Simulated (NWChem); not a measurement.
Tetragonal strain in Si (diamond structure): the shear constant

Program: NWChem. Level: LDA (Vosko), HGH pseudopotentials (valence charges Si 4), cutoff 15 Ha, shifted 4×4×4 mesh, two-atom cell, no spin-orbit coupling. The cubic cell (a = 5.383 Å, near this level's equilibrium) is stretched by 1 + δ along x and y and by (1 + δ)^−2 along z, at constant volume; symmetry keeps the atoms on their sites.

```tsv
δ	E − E(0) (meV/cell)
-0.020	31.52
-0.010	?
-0.005	1.76
0.000	0.00
0.005	1.78
0.010	6.95
```

### Question
The cell volume is 38.99 Å³. To second order E − E(0) = 3V(C₁₁ − C₁₂)δ². Fit Aδ² + Bδ³, give C₁₁ − C₁₂, and predict the withheld row.

### Answer
A ≈ 73 eV and B ≈ -310 eV, with a largest residual of 0.10 meV, so C₁₁ − C₁₂ = A/(3V) ≈ 99 GPa. The fit predicts 7.57 meV at δ = -0.010; the run gave 7.49.
